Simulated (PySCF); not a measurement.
**GaH2: from structure and modes to constants**

All numbers come from PySCF, UPBE0, basis Ga def2-TZVP, H def2-TZVP (no relativity, density fitting).

The doublet minimum has C2v symmetry. Masses (u): Ga 68.92558, H 1.00782.

```xyz
3
charge 0 multiplicity 2, angstrom
Ga    0.0160    0.0158    0.0000
H    -0.5463   -0.5408    1.3832
H    -0.5463   -0.5408   -1.3832
```

Harmonic wavenumbers (cm⁻¹): 735.1 (a1, ×1), 1811.4 (a1, ×1), 1874.0 (b2, ×1).

Q: Find the principal moments of inertia and the rotational constants. What kind of rotor is it?

A: About the centre of mass I = 1.2258, 3.8563, 5.0821 u Å². With B = 16.8576/I this gives 13.75, 4.371, 3.317 cm⁻¹. The molecule is an asymmetric top with κ = -0.80.

Q: What is the harmonic zero-point energy?

A: Half the sum of all 3 wavenumbers, 4421/2 = 2210 cm⁻¹, which is 26.4 kJ/mol (1 cm⁻¹ = 0.0119627 kJ/mol).

Q: Find the vibrational entropy and heat capacity at 298.15 K.

A: With u = 1.43878 ω/T, each mode gives S = R[u/(eᵘ−1) − ln(1−e⁻ᵘ)] and C = R u² eᵘ/(eᵘ−1)².
```json
{"ω (cm⁻¹)": "735.1", "u": "3.547", "S (J/(mol K))": "1.12", "C (J/(mol K))": "3.19"}
{"ω (cm⁻¹)": "1811.4", "u": "8.741", "S (J/(mol K))": "0.01", "C (J/(mol K))": "0.10"}
{"ω (cm⁻¹)": "1874.0", "u": "9.043", "S (J/(mol K))": "0.01", "C (J/(mol K))": "0.08"}
```
The sums over all modes are S = 1.1 and C = 3.4 J/(mol K); the softest mode gives 98 % of the entropy.

Q: Give the standard entropy (298.15 K, 1 bar) by its translational, rotational, vibrational and spin parts, and Cp.

A: Sackur–Tetrode with M = 70.94 u gives 162.0; rotation with symmetry number 2 gives 56.0; vibration 1.1; spin R ln 2 = 5.8. The total is 224.9 J/(mol K), and Cp = 4 R + 3.4 = 36.6 J/(mol K).

Other isomers or separated fragments may lie lower.
